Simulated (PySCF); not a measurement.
## Which determinant of TlSe⁺ lies lowest?

Unrestricted PBE0; PySCF, scalar-relativistic core potentials, basis sets Tl def2-SVP with ECP60, Se def2-SVP. Outer shells of the fragments: Tl+ 5d10 6s2; Se 3d10 4s2 4p4.

Followed along the bond (rough minima from three points):

```tsv
2Ms+1	unpaired	⟨S²⟩ at the start	R at minimum (Å)	Te (eV)
3	π ↑↑	2.00	3.29	0.00
1	π ↑↓	1.01	3.29	0.42
3	σ ↑, π ↑	2.01	3.11	0.44
1	σ ↑, π ↓	1.01	3.01	0.80
1	none	0.00	none in the scan	≤ 1.94
```

Solutions found at the starting distance of 2.645 Å, counted from the lowest of them; the search is not exhaustive and high or unbound solutions are not listed, so other states can lie among these:

| 2Ms+1 | unpaired | term | E (eV) | ⟨S²⟩ | ⟨Lz²⟩ | μ (D) |
| --- | --- | --- | --- | --- | --- | --- |
| 3 | σ ↑, π ↑ | ³Π | 0.00 | 2.01 | 1.01 | -0.95 |
| 3 | π ↑↑ | ³Σ⁻ | 0.07 | 2.00 | 0.00 | 1.32 |
| 1 | σ ↑, π ↓ | mixed | 0.30 | 1.01 | 1.01 | -1.01 |
| 1 | π ↑↓ | mixed | 0.48 | 1.01 | 2.01 | 1.31 |
| 1 | none | ¹Σ⁺ | 1.38 | 0.00 | 0.00 | -2.86 |
| 1 | none | mixed | 1.74 | 0.00 | 2.00 | 1.40 |

A term symbol is given only where ⟨S²⟩ and ⟨Lz²⟩ are close to those of a pure state; real π, δ and φ orbitals otherwise mix terms. A positive dipole points towards Se; it is taken about the centre of mass and depends on that origin.

These are scalar-relativistic numbers at best; spin–orbit coupling would shift them, the dissociation energy most.
